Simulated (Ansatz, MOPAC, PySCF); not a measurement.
Ligands exchanged one at a time, In OH-H. Gas-phase values, no solvent. One relaxed conformer stands for each flexible species; it need not be the lowest. Strings in code marks are SMILES.

Quantity: vertical ionisation energy (energy after one electron is removed minus that of the parent at the parent's geometry), in eV.

Level 1: frozen-core CCSD(T)/def2-TZVPP // B3LYP-D3(BJ)/def2-TZVP (Ansatz, a first-principles code)
Level 2: minus the HOMO energy of AM1 // B3LYP-D3(BJ)/def2-TZVP (MOPAC)
Level 3: minus the HOMO energy of B3LYP/6-31G* (LANL2DZ on In) // B3LYP-D3(BJ)/def2-TZVP (PySCF)
Level 4: minus the HOMO energy of PM3 // B3LYP-D3(BJ)/def2-TZVP (MOPAC)

| species | level 2 | level 3 | level 4 |
|---|---|---|---|
| `[OH][InH2]` | 10.78 | 7.44 | 11.79 |

Problem. What does level 1 give for each?

Solution. 
- `[OH][InH2]`: 10.68
